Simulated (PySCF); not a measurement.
B2F3, SMILES [B](B(F)F)F, multiplicity 2. Atoms are numbered in the order given.

```xyz
5

F      2.2205     0.1575     0.0000
B      1.0623    -0.4205     0.0000
B     -0.5642    -0.0176     0.0000
F     -1.2486     0.0429    -1.1313
F     -1.2486     0.0429     1.1313
```
Charge 0, spin multiplicity 2.

Geometry optimised at PBE0-D3(BJ)/def2-SVP. The isomer is the one that the SMILES or the coordinates give; other isomers of the formula were not compared. One conformer was computed; it need not be the lowest.

Level of theory: PBE/pcH-1 (PySCF).

Unrestricted Kohn–Sham, ⟨S²⟩ = 0.754. Hyperfine tensors hold the contact and dipolar terms, without spin-orbit corrections.

**Question.** Estimate the hyperfine couplings. (Estimate from the structure and the level; the computed values follow.)

**Answer.** 
```json
[
 {"nucleus": "19F no. 1", "A(iso) (MHz)": "123.7", "A(iso) (G)": "44.2", "dipolar principal values (MHz)": "-205.4, -160.1, 365.5"},
 {"nucleus": "11B no. 2", "A(iso) (MHz)": "224.5", "A(iso) (G)": "80.1", "dipolar principal values (MHz)": "-38.7, -36.7, 75.4"},
 {"nucleus": "11B no. 3", "A(iso) (MHz)": "101.6", "A(iso) (G)": "36.3", "dipolar principal values (MHz)": "-12.8, -12.1, 24.9"},
 {"nucleus": "19F no. 4", "A(iso) (MHz)": "39.5", "A(iso) (G)": "14.1", "dipolar principal values (MHz)": "-68.5, -49.1, 117.6"},
 {"nucleus": "19F no. 5", "A(iso) (MHz)": "39.5", "A(iso) (G)": "14.1", "dipolar principal values (MHz)": "-68.5, -49.1, 117.6"}
]
```

**Question.** And the g tensor (effective nuclear charges for spin-orbit coupling, GIAO)? (An estimate is asked for; the answer gives what the named calculation found.)

**Answer.** principal values 1.9961, 2.0024, 2.0045; isotropic 2.0010.
